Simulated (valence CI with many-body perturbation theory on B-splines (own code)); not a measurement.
## Energy levels of Ho XXXVII

Calculated by relativistic CI+MBPT: three valence electrons over a frozen Dirac-Fock core [Ar] 3d10, a basis of 11 s, 11 p, 9 d, 7 f, 5 g, 2 h, 1 i functions for each j, with the one-electron correlation potential Σ1 (screened to all orders), the two-electron term Σ2, the three-electron term Σ3, Breit, model QED; selected single and double excitations, second order for the rest (own B-spline code, finite nucleus).

The last digits are not significant, and no measured levels were compared; by estimate large intervals hold to a few tenths of a per cent, small ones and those within an open d or f shell to about a per cent.

Levels 1 to 45 of 67, with energies above the lowest level, (4s^2 4p1/2) J=1/2. "Leading %" is the weight of the configuration and term that name the level; weights of strongly mixed levels are sums over their largest components and can fall short. In the jj column 3d3/2^4 stands for four electrons in 3d with j = 3/2. Lifetimes count E1, E2, E3, M1 and M2 decay at the calculated energies, and are blank where another channel may lead or the interval is too uncertain; long ones can be off by a factor of two.

```tsv
No.	Configuration	Term	J	E (× 10³ cm⁻¹)	Leading %	Leading jj	Lifetime	Second component
1	4s2.4p	2P°	1/2	0.00	99	4s^2 4p1/2 (99 %)		
2	4s2.4p	2P°	3/2	464.11	99	4s^2 4p3/2 (99 %)	1.09 μs	
3	4s.4p2	4P	1/2	640.07	63	4s 4p1/2^2 (96 %)	55.2 ps	26 % 4s.4p2 2S
4	4s.4p2	4P	3/2	1018.6	92	4s 4p1/2 4p3/2 (99 %)	411 ps	6 % 4s.4p2 2D
5	4s.4p2	2D	5/2	1075.0	54	4s 4p1/2 4p3/2 (97 %)	108 ps	45 % 4s.4p2 4P
6	4s.4p2	2D	3/2	1157.3	67	4s 4p1/2 4p3/2 (94 %)	5.64 ps	26 % 4s.4p2 2P
7	4s.4p2	2P	1/2	1180.2	71	4s 4p1/2 4p3/2 (94 %)	2.69 ps	24 % 4s.4p2 4P
8	4s.4p2	4P	5/2	1499.8	51	4s 4p3/2^2 (86 %)	167 ps	36 % 4s.4p2 2D
9	4s2.4d	2D	3/2	1549.8	83	4s^2 4d3/2 (83 %)	1.59 ps	15 % 4s.4p2 2P
10	4s.4p2	2S	1/2	1644.8	69	4s 4p3/2^2 (97 %)	3.96 ps	17 % 4s.4p2 2P
11	4s2.4d	2D	5/2	1678.4	85	4s^2 4d5/2 (85 %)	2.54 ps	10 % 4s.4p2 2D
12	4s.4p2	2P	3/2	1679.5	56	4s 4p3/2^2 (86 %)	1.73 ps	26 % 4s.4p2 2D
13	4p3	2P°	3/2	1806.8	44	4p1/2^2 4p3/2 (94 %)	5.30 ps	27 % 4p3 2D°
14	4s.4p.4d	4F°	3/2	2062.6	80	4s 4p1/2 4d3/2 (97 %)	28.6 ps	14 % 4s.4p.4d 2D°
15	4s.4p.4d	4F°	5/2	2102.1	49	4s 4p1/2 4d3/2 (88 %)	67.2 ps	19 % 4s.4p.4d 2D°
16	4p3	4S°	3/2	2188.6	30	4s 4p1/2 4d3/2 (53 %)	1.87 ps	14 % 4p3 2D°
17	4s.4p.4d	4D°	1/2	2197.9	66	4s 4p1/2 4d3/2 (96 %)	1.36 ps	27 % 4s.4p.4d 2P°
18	4p3	2D°	5/2	2199.3	29	4s 4p1/2 4d5/2 (67 %)	6.73 ps	21 % 4s.4p.4d 4F°
19	4s.4p.4d	4D°	3/2	2212.0	32	4s 4p1/2 4d5/2 (39 %)	2.50 ps	18 % 4s.4p.4d 4P°
20	4s.4p.4d	4P°	5/2	2243.0	36	4s 4p1/2 4d5/2 (68 %)	3.41 ps	29 % 4p3 2D°
21	4s.4p.4d	4F°	7/2	2243.5	56	4s 4p1/2 4d5/2 (92 %)	6.87 ps	22 % 4s.4p.4d 2F°
22	4p3	2P°	1/2	2312.0	94	4p1/2 4p3/2^2 (94 %)	2.97 ps	6 % 4s.4p.4d 2P°
23	4s.4p.4d	2F°	5/2	2339.2	61	4s 4p1/2 4d5/2 (56 %)	2.97 ps	28 % 4p3 2D°
24	4s.4p.4d	2P°	3/2	2369.5	35	4s 4p1/2 4d5/2 (53 %)	1.59 ps	30 % 4s.4p.4d 2D°
25	4s.4p.4d	4D°	5/2	2585.1	53	4s 4p3/2 4d3/2 (93 %)	1.64 ps	18 % 4s.4p.4d 4F°
26	4s.4p.4d	4D°	3/2	2585.3	40	4s 4p3/2 4d3/2 (96 %)	1.84 ps	38 % 4s.4p.4d 4P°
27	4s.4p.4d	4P°	1/2	2586.6	88	4s 4p3/2 4d3/2 (98 %)	1.97 ps	12 % 4s.4p.4d 4D°
28	4s.4p.4d	4D°	7/2	2598.9	42	4s 4p3/2 4d3/2 (72 %)	1.99 ps	38 % 4s.4p.4d 4F°
29	4s.4p.4d	4F°	9/2	2609.7	100	4s 4p3/2 4d5/2 (100 %)	1.33 μs	
30	4s.4p.4d	4P°	3/2	2659.2	22	4s 4p3/2 4d5/2 (66 %)	5.29 ps	21 % 4s.4p.4d 2D°
31	4s.4p.4d	2D°	3/2	2677.3	58	4s 4p3/2 4d3/2 (72 %)	1.29 ps	13 % 4p3 2P°
32	4s.4p.4d	2F°	5/2	2683.5	52	4s 4p3/2 4d3/2 (62 %)	2.17 ps	33 % 4s2.4f 2F°
33	4s.4p.4d	2D°	5/2	2691.2	46	4s 4p3/2 4d5/2 (98 %)	3.52 ps	38 % 4s.4p.4d 4P°
34	4s.4p.4d	2F°	7/2	2730.5	35	4s 4p3/2 4d5/2 (62 %)	3.76 ps	35 % 4s2.4f 2F°
35	4s.4p.4d	2P°	1/2	2746.0	76	4s 4p3/2 4d3/2 (87 %)	1.12 ps	19 % 4s.4p.4d 4D°
36	4s.4p.4d	2F°	7/2	2747.1	92	4s 4p3/2 4d5/2 (81 %)	3.76 ps	
37	4s.4p.4d	2P°	1/2	2824.6	90	4s 4p3/2 4d5/2 (87 %)	2.27 ps	4 % 4p3 2P°
38	4p2.4d	4F	3/2	2826.2	39	4p1/2^2 4d3/2 (98 %)	9.24 ps	27 % 4p2.4d 2D
39	4s.4p.4d	2D°	5/2	2835.4	53	4s 4p3/2 4d5/2 (40 %)	1.19 ps	30 % 4s2.4f 2F°
40	4s.4p.4d	2P°	3/2	2850.4	81	4s 4p3/2 4d5/2 (96 %)	1.68 ps	6 % 4s.4p.4d 2D°
41	4p3	2P°	3/2	2889.5	24	4p3/2^3 (46 %)	1.05 ps	19 % 4s.4p.4d 2P°
42	4s2.4f	2F°	7/2	2897.8	61	4s^2 4f7/2 (61 %)	1.53 ps	31 % 4s.4p.4d 2F°
43	4s.4p.4d	2F°	5/2	2904.2	38	4s 4p3/2 4d5/2 (50 %)	1.24 ps	35 % 4s2.4f 2F°
44	4p2.4d	2D	5/2	2957.6	26	4p1/2^2 4d5/2 (93 %)	4.98 ps	24 % 4p2.4d 4D
45	4p2.4d	2F	5/2	3214.1	49	4p1/2 4p3/2 4d3/2 (90 %)	8.16 ps	40 % 4p2.4d 4F
```

Where two levels of one J and parity lie close, their mixing, g and order are uncertain.

The ionisation energy to 4s2 1S_0 of the next ion comes out as 1599.2 eV (NIST: 1598 ± 5 eV (theoretical)). All 67 levels together are meant to be complete up to 3568.0 × 10³ cm⁻¹.
